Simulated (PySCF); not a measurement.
C₂H₃BF₂S.
SMILES: `S1C[C@H]1B(F)F`

Jobs on this species (9 atoms, 54 electrons) with PySCF (density fitting). Hardware of each: one thread, Arm Neoverse V2 (aarch64), shared host. The host was shared with other jobs, so the times are rough. Peak memory is the resident size of the whole Python process, interpreter and libraries included.

```tsv
level and settings	work	basis functions	SCF cycles	wall time	peak memory
delta-SCF UKS SCAN, pcX-2 on the ionised atom, pcseg-1 elsewhere, non-relativistic	ΔSCF core ionisation, 6 holes	145	?	?	?
delta-SCF UKS SCAN, def2-TZVP on the ionised atom, pcseg-1 elsewhere, spin-free X2C	ΔSCF core ionisation, 6 holes	122	105	26 s	0.52 GiB
PBE0-D3(BJ)/def2-SVP, grid level 1	geometry optimisation from a GFN2-xTB start shaken at random	103	72	40 s	0.42 GiB
delta-SCF UKS HF, pcX-2 on the ionised atom, pcseg-1 elsewhere, spin-free X2C	ΔSCF core ionisation, 6 holes	145	91	22 s	0.52 GiB
delta-SCF UKS PBE, pcX-2 on the ionised atom, pcseg-1 elsewhere, spin-free X2C	ΔSCF core ionisation, 6 holes	145	99	18 s	0.52 GiB
delta-SCF UKS PBE0, pcX-2 on the ionised atom, pcseg-1 elsewhere, spin-free X2C	ΔSCF core ionisation, 6 holes	145	91	34 s	0.58 GiB
delta-SCF UKS SCAN, pcX-1 on the ionised atom, pcseg-1 elsewhere, spin-free X2C	ΔSCF core ionisation, 6 holes	125	104	23 s	0.52 GiB
delta-SCF UKS SCAN, pcX-2 on the ionised atom, pcseg-1 elsewhere, spin-free X2C	ΔSCF core ionisation, 6 holes	145	105	28 s	0.45 GiB
delta-SCF UKS B3LYP, pcX-2 on the ionised atom, pcseg-1 elsewhere, spin-free X2C	ΔSCF core ionisation, 6 holes	145	91	34 s	0.52 GiB
```

Question: Fill in the missing figures.

Answer: 
- delta-SCF UKS SCAN, pcX-2 on the ionised atom, pcseg-1 elsewhere, non-relativistic; ΔSCF core ionisation, 6 holes: 28 s, 0.52 GiB, 105 SCF cycles

Question: What do all jobs in the table cost together?

Answer: About 4.2 min; the longest takes about 16 % of that, and about 2.2 times as long as the shortest.
